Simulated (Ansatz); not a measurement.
Stepwise reaction of `CN([SiH3])[SiH2]F` with water, as a gas-phase model of exchange steps in deposition or etching. ΔE in kJ/mol.

Program: Ansatz. Geometries: PBE0-D4/def2-TZVP. ΔE: electronic, gas phase. CBS: MP2 limit from def2 TZ/QZ plus the TZ coupled-cluster correction, frozen cores. This one scheme is used for every species. Functionals use def2-TZVPP. B3LYP here is the variant with VWN-RPA as its local correlation; programs differ in this. One conformer a species, not always the lowest.

```json
{"step": "1", "reaction": "`CN([SiH3])[SiH2]F` + H₂O → `CN([SiH2]O)[SiH2]F` + H₂", "PBE-D4": "-83.9", "B3LYP-D4": "-89.4", "ωB97M-V": "-90.4", "CCSD(T)/CBS": "-87.5"}
```

(1) Give the row of step 2, `CN([SiH2]O)[SiH2]F` + H₂O → `CN([SiH2]F)[SiH](O)O` + H₂. (An estimate is asked.)

(2) By hand: ΔE of the 2 steps together at CCSD(T)/CBS.

Answers

(1) Computed: 
| step | reaction | PBE-D4 | B3LYP-D4 | ωB97M-V | CCSD(T)/CBS |
| --- | --- | --- | --- | --- | --- |
| 2 | `CN([SiH2]O)[SiH2]F` + H₂O → `CN([SiH2]F)[SiH](O)O` + H₂ | -88.9 | -95.5 | -97.4 | -92.4 |

(2) (-87.5) + (-92.4) = -179.9 kJ/mol, or -90.0 kJ/mol a step.

In ΔE the steps differ by no more than 4.9 kJ/mol. All are downhill at CCSD(T)/CBS. PBE-D4 differs from CCSD(T)/CBS by 3.5 to 3.6 kJ/mol a step. Isolated molecules leave out the surface, adducts and barriers. Largest T1 diagnostic: 0.012.
